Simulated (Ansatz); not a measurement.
CH₈GeSi, SMILES [SiH3][CH2][GeH3].

Coordinates come from a B3LYP-D3(BJ)/def2-SVP optimisation.

Two levels are set side by side: PBE/def2-SVPD (Ansatz, a program for electronic structure) and PBE0/def2-SVPD (Ansatz). Energy differences of separate SCF runs at the same geometry; the states with an electron removed or added have multiplicity 2 and 2. Differences are taken from unrounded values.

| quantity | PBE0 |
|---|---|
| vertical ionisation energy (eV) | 10.56 |
| vertical singlet–triplet gap (eV) | 7.24 |

### Question
What does PBE give, and how far is it from PBE0? (The exact figures need the calculation; the answer reports its results.)

### Answer

| quantity | PBE | PBE minus PBE0 |
|---|---|---|
| vertical ionisation energy (eV) | 10.28 | -0.28 |
| vertical singlet–triplet gap (eV) | 6.82 | -0.42 |
